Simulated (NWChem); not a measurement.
System: MgH2Se; SMILES [MgH][SeH]

Output (shortened):

```
             Northwest Computational Chemistry Package (NWChem) 7.3.0
             --------------------------------------------------------

 CS  symmetry detected

                             Geometry "geometry" -> ""
                             -------------------------

 Output coordinates in angstroms (scale by  1.889725989 to convert to a.u.)

  No.       Tag          Charge          X              Y              Z
 ---- ---------------- ---------- -------------- -------------- --------------
    1 Mg                  12.0000     0.01704746    -1.75476222     0.00000000
    2 H                    1.0000     0.02844886    -3.45701277     0.00000000
    3 Se                  34.0000     0.03585566     0.70115069     0.00000000
    4 H                    1.0000    -1.45211084     0.67503607     0.00000000

 Effective nuclear repulsion energy (a.u.)     110.4135182695

      Symmetry information
      --------------------

 Group name             Cs
 Group number              2
 Group order               2
 No. of unique centers     4

                                 NWChem DFT Module
                                 -----------------

 Summary of "ao basis" -> "ao basis" (spherical)
 ------------------------------------------------------------------------------
       Tag                 Description            Shells   Functions and Types
 ---------------- ------------------------------  ------  ---------------------
 Mg                        def2-tzvp                12       32   5s4p3d
 H                         def2-tzvp                 4        6   3s1p
 Se                        def2-tzvp                16       48   6s5p4d1f

      Symmetry analysis of basis
      --------------------------

        a'         64
        a"         28

            General Information
            -------------------
          SCF calculation type: DFT
          Wavefunction type:  closed shell.
          No. of atoms     :     4
          No. of electrons :    48
           Alpha electrons :    24
            Beta electrons :    24
          Charge           :     0
          Spin multiplicity:     1
          Use of symmetry is: on ; symmetry adaption is: on
          Maximum number of iterations: 150
          AO basis - number of functions:    92
                     number of shells:    36
          Convergence on energy requested:  1.00D-06
          Convergence on density requested:  1.00D-05
          Convergence on gradient requested:  5.00D-04

              XC Information
              --------------
                         MN15 Method XC Functional
                     Hartree-Fock (Exact) Exchange  0.440
                          MN15 Exchange Functional  1.000
                        MN15 Correlation Potential  1.000

             Grid Information
             ----------------
          Grid used for XC integration:  medium
          Radial quadrature: Mura-Knowles
          Angular quadrature: Lebedev.
          Tag              B.-S. Rad. Rad. Pts. Rad. Cut. Ang. Pts.
          ---              ---------- --------- --------- ---------
          Mg                  1.50       88          10.0       590
          H                   0.35       45          12.0       434
          Se                  1.15      112          11.0       590
          Grid pruning is: on
          Number of quadrature shells:   290
          Spatial weights used:  Erf1

      Superposition of Atomic Density Guess
      -------------------------------------

 Sum of atomic energies:       -2600.41277615

      Non-variational initial energy
      ------------------------------

 Total energy =   -2600.601223
 1-e energy   =   -3843.851731
 2-e energy   =    1132.836989
 HOMO         =      -0.301665
 LUMO         =      -0.021181

      Symmetry analysis of molecular orbitals - initial
      -------------------------------------------------

  Numbering of irreducible representations:

     1 a'          2 a"

  Orbital symmetries:

     1 a'          2 a'          3 a'          4 a'          5 a"
     6 a'          7 a'          8 a'          9 a'         10 a"
    11 a'         12 a'         13 a'         14 a"         15 a"
    16 a'         17 a'         18 a'         19 a"         20 a'
    21 a'         22 a'         23 a'         24 a"         25 a'
    26 a'         27 a"         28 a'         29 a'         30 a'
    31 a"         32 a'         33 a"         34 a'

     ---------------------------------------------
      Total Density - Mulliken Population Analysis
     ---------------------------------------------

    Atom       Charge   Shell Charges
 -----------   ------   -------------------------------------------------------
    1 Mg  12    11.25   2.00  0.71  1.27  0.71  0.23  5.11  0.88  0.18  0.10  0.00  0.03  0.03
    2 H    1     1.18   0.20  0.58  0.39  0.00
    3 Se  34    34.80   2.00  2.00  1.16  0.78  0.99  0.94  6.00  5.94  1.02  2.56  1.37  8.96  1.04 -0.00  0.04  0.00
    4 H    1     0.77   0.18  0.41  0.16  0.02

   convergence    iter        energy       DeltaE   RMS-Dens  Diis-err
 ---------------- ----- ----------------- --------- --------- ---------
 d= 0,ls=0.0,diis     1  -2603.0208969169 -2.71D+03  7.12D-03  3.84D+00
 d= 0,ls=0.0,diis     2  -2603.0658781590 -4.50D-02  4.70D-03  4.30D-01
 d= 0,ls=0.0,diis     3  -2603.0772774770 -1.14D-02  2.19D-03  2.00D-01
 d= 0,ls=0.0,diis     4  -2603.0892509363 -1.20D-02  2.28D-04  5.85D-04
 d= 0,ls=0.0,diis     5  -2603.0893200814 -6.91D-05  5.05D-05  2.05D-05
  Resetting Diis
 d= 0,ls=0.0,diis     6  -2603.0893236329 -3.55D-06  1.74D-05  1.51D-06
 d= 0,ls=0.0,diis     7  -2603.0893240111 -3.78D-07  6.72D-06  1.51D-07

         Total DFT energy =    -2603.089324011070
      One electron energy =    -3843.680910155870
           Coulomb energy =     1234.689089686654
    Exchange-Corr. energy =     -104.511021811381
 Nuclear repulsion energy =      110.413518269527

 Numeric. integr. density =       48.000021789480

                  Occupations of the irreducible representations
                  ----------------------------------------------

                     irrep           alpha         beta
                     --------     --------     --------
                     a'               18.0         18.0
                     a"                6.0          6.0

                       DFT Final Molecular Orbital Analysis
                       ------------------------------------

 Vector   22  Occ=2.000000D+00  E=-3.411920D-01  Symmetry=a'
              MO Center=  5.6D-03, -1.9D+00,  1.2D-14, r^2= 4.4D+00
   Bfn.  Coefficient  Atom+Function         Bfn.  Coefficient  Atom+Function
  ----- ------------  ---------------      ----- ------------  ---------------
     4      0.438867  1 Mg s                 34      0.223517  2 H  s
     3     -0.216118  1 Mg s                 55     -0.203924  3 Se py
    35      0.159173  2 H  s                 49      0.157635  3 Se py
    33      0.148852  2 H  s                 52     -0.143647  3 Se py
    58     -0.138299  3 Se py                44     -0.135732  3 Se s

 Vector   23  Occ=2.000000D+00  E=-2.975376D-01  Symmetry=a'
              MO Center=  9.6D-03, -7.7D-01, -4.6D-16, r^2= 5.2D+00
   Bfn.  Coefficient  Atom+Function         Bfn.  Coefficient  Atom+Function
  ----- ------------  ---------------      ----- ------------  ---------------
    55      0.373715  3 Se py                58      0.267862  3 Se py
    49     -0.259259  3 Se py                52      0.228591  3 Se py
    34      0.200653  2 H  s                 35      0.174185  2 H  s
    13     -0.161686  1 Mg py                 7      0.127410  1 Mg py
    33      0.125469  2 H  s                 43      0.092281  3 Se s

 Vector   24  Occ=2.000000D+00  E=-2.715489D-01  Symmetry=a"
              MO Center= -1.0D-03,  5.6D-01, -2.9D-15, r^2= 2.1D+00
   Bfn.  Coefficient  Atom+Function         Bfn.  Coefficient  Atom+Function
  ----- ------------  ---------------      ----- ------------  ---------------
    56      0.456287  3 Se pz                59      0.358968  3 Se pz
    50     -0.324811  3 Se pz                53      0.296200  3 Se pz
    47      0.099019  3 Se pz                17      0.071161  1 Mg pz
    14      0.061979  1 Mg pz                 8     -0.038589  1 Mg pz
    76     -0.032707  3 Se d -1              29      0.028235  1 Mg d -1

 Vector   25  Occ=0.000000D+00  E=-2.280096D-02  Symmetry=a'
              MO Center= -4.0D-01, -1.3D+00,  8.7D-14, r^2= 5.7D+00
   Bfn.  Coefficient  Atom+Function         Bfn.  Coefficient  Atom+Function
  ----- ------------  ---------------      ----- ------------  ---------------
     5      0.727930  1 Mg s                  4      0.423089  1 Mg s
    44     -0.360222  3 Se s                 16      0.279133  1 Mg py
    58      0.272470  3 Se py                35     -0.230031  2 H  s
    55      0.193876  3 Se py                 3     -0.184374  1 Mg s
    43     -0.174112  3 Se s                 34     -0.168507  2 H  s

 Vector   26  Occ=0.000000D+00  E=-1.269853D-02  Symmetry=a'
              MO Center=  3.6D-01, -1.7D+00,  4.6D-15, r^2= 5.2D+00
   Bfn.  Coefficient  Atom+Function         Bfn.  Coefficient  Atom+Function
  ----- ------------  ---------------      ----- ------------  ---------------
    15      0.797548  1 Mg px                12      0.280267  1 Mg px
    89      0.249407  4 H  s                 44     -0.179767  3 Se s
     6     -0.150691  1 Mg px                88      0.092999  4 H  s
     5      0.085688  1 Mg s                 43     -0.081144  3 Se s
    75     -0.074061  3 Se d -2              87      0.055859  4 H  s

 Vector   27  Occ=0.000000D+00  E=-4.039440D-03  Symmetry=a"
              MO Center= -3.1D-03, -1.8D+00,  1.7D-13, r^2= 5.5D+00
   Bfn.  Coefficient  Atom+Function         Bfn.  Coefficient  Atom+Function
  ----- ------------  ---------------      ----- ------------  ---------------
    17      0.841579  1 Mg pz                14      0.274643  1 Mg pz
    59     -0.210128  3 Se pz                 8     -0.148224  1 Mg pz
    56     -0.135852  3 Se pz                50      0.096191  3 Se pz
    53     -0.096059  3 Se pz                29     -0.053339  1 Mg d -1
    76     -0.051349  3 Se d -1              11     -0.032952  1 Mg pz

     ---------------------------------------------
      Total Density - Mulliken Population Analysis
     ---------------------------------------------

    Atom       Charge   Shell Charges
 -----------   ------   -------------------------------------------------------
    1 Mg  12    11.43   2.00  0.64  1.34  0.69  0.13  5.15  0.82  0.33  0.21  0.00  0.05  0.07
    2 H    1     1.19   0.24  0.54  0.41  0.00
    3 Se  34    34.49   2.00  2.01  1.09  0.85  1.04  0.86  6.00  5.89  1.16  2.19  1.35  8.92  1.03  0.07  0.04  0.01
    4 H    1     0.89   0.24  0.45  0.18  0.02

     -------------------------------------------
      Total Density - Lowdin Population Analysis
     -------------------------------------------

    Atom       Charge   Shell Charges
 -----------   ------   -------------------------------------------------------
    1 Mg  12    11.79   2.00  0.82  1.12  0.48  0.27  4.81  1.11  0.42  0.39  0.00  0.06  0.29
    2 H    1     1.20   0.24  0.50  0.45  0.01
    3 Se  34    34.08   2.00  2.00  1.10  0.85  0.79  0.74  5.98  5.62  1.41  2.04  1.44  8.52  1.24  0.24  0.07  0.01
    4 H    1     0.94   0.23  0.41  0.24  0.06

     Multipole analysis of the density
     ---------------------------------

     L   x y z        total         alpha         beta         nuclear
     -   - - -        -----         -----         ----         -------
     0   0 0 0     -0.000000    -24.000000    -24.000000     48.000000

     1   1 0 0     -0.146042     -0.073021     -0.073021     -0.000000
     1   0 1 0     -0.436176     -0.218088     -0.218088      0.000000
     1   0 0 1      0.000000      0.000000      0.000000      0.000000

     2   2 0 0    -20.129905    -13.915692    -13.915692      7.701479
     2   1 1 0     -0.394551      0.843294      0.843294     -2.081140
     2   1 0 1      0.000000      0.000000      0.000000      0.000000
     2   0 2 0    -30.385630   -133.165985   -133.165985    235.946341
     2   0 1 1      0.000000      0.000000      0.000000      0.000000
     2   0 0 2    -23.425755    -11.712877    -11.712877      0.000000
```

Level: MN15/def2-TZVP. The geometry was optimised at PBE-D3(BJ)/def2-SVP.

Q: Which NWChem input produces such a log?

A: This is not unique; one that fits is the input that was run:
```
start job
memory heap 200 mb stack 900 mb global 1100 mb
geometry units angstroms noautoz
  Mg     0.125659    -1.618347    -0.001842
  H      0.177771    -3.319836    -0.004396
  Se     0.085723     0.837311     0.001456
  H     -1.401190     0.775620    -0.001743
end
basis spherical
  * library def2-tzvp
end
dft
  xc mn15
  iterations 150
  mulliken
end
task dft energy
```
